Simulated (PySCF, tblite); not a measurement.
Write Cartesian coordinates for `C#CC/P=P/CCCO` as optimised with GFN2-xTB.

```xyz
19
C6H10OP2 angstrom
C      5.2032   -0.7098   -0.1734
C      4.2689   -0.2503    0.4178
C      3.1057    0.2891    1.0775
P      1.6562    0.3014   -0.1251
P      0.3979   -0.9214    0.8986
C     -1.0695   -0.8740   -0.2560
C     -1.8652    0.4194   -0.0987
C     -3.1731    0.3664   -0.8915
O     -4.0481   -0.6376   -0.4401
H      6.0381   -1.1079   -0.6672
H      2.8630   -0.3028    1.9639
H      3.3049    1.3233    1.3770
H     -1.7136   -1.7236   -0.0132
H     -0.7407   -0.9885   -1.2907
H     -1.2700    1.2659   -0.4490
H     -2.0936    0.5851    0.9599
H     -3.6631    1.3510   -0.8522
H     -2.9683    0.1226   -1.9366
H     -4.2424   -0.4839    0.4915
```

Any rigid rotation of these coordinates is as good. Atoms count from 1 in this order. The C–C distances run from 1.197 Å (C1≡C2, drawn triple) to 1.530 Å (C7–C8, drawn single), a spread of 0.333 Å. P4 (phosphorus bonded to C and P) is bent (angle 98.7°). Of the pairs four or more bonds apart, O9···H13 is among the closest relative to their van der Waals radii: 2.61 Å, 96 % of the sum of Bondi's values.

Bonds between heavy atoms (Å): C1≡C2 1.197, C2–C3 1.442, C3–P4 1.884, P4=P5 2.031, P5–C6 1.868, C6–C7 1.527, C7–C8 1.530, C8–O9 1.406.

Structure optimised with GFN2-xTB, isolated species.

Point group: C1 (no symmetry element, even within 0.4 Å). Its GFN2-xTB frequencies are all real (lowest 17 cm⁻¹). One conformer, not necessarily the lowest (C2–C3–P4–P5 119°, P4–P5–C6–C7 -78°, P5–C6–C7–C8 -172°, C6–C7–C8–O9 63°, C7–C8–O9–H 58°). 3 starts were optimised and ended at 0.00, 1.44 and 2.01 kcal/mol (GFN2-xTB); the lowest of these is shown.

These are computed values.
